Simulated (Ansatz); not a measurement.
Mulliken charges of `N[C](=O)[GeH2][OH]` from B3LYP/def2-TZVPP in Ansatz (PBE0-D4/def2-TZVP geometry).

```csv
atom,x (Å),y (Å),z (Å),charge (e)
N1,1.816,-0.128,0.297,-0.237
C2,0.670,-0.072,-0.409,0.161
O3,0.636,-0.120,-1.624,-0.348
Ge4,-1.107,0.099,0.506,0.368
O5,-2.175,0.123,-0.902,-0.441
H6,1.822,-0.086,1.300,0.167
H7,2.693,-0.214,-0.194,0.172
H8,-1.430,-1.110,1.403,-0.020
H9,-1.240,1.409,1.304,-0.020
H10,-1.603,0.048,-1.678,0.198
```

**Question.** By hand: the dipole of these point charges (1 e Å = 4.8032 D).

**Answer.** Σ q r = (0.511, -0.005, 0.810) e Å, of length 0.958 e Å = 4.60 D.

**Question.** How does the dipole of the full density compare? (Estimate.)

**Answer.** The calculation gave: (0.669, -0.022, 0.686) e Å, 4.60 D; the point charges give 1.00 times that, at 12° from its direction.

Point charges leave out the atoms' own dipoles, such as those of lone pairs, and Mulliken's split depends on the basis, so the close match here is no proof of good charges.

B3LYP here is the variant with VWN-RPA as its local correlation; programs differ in this.
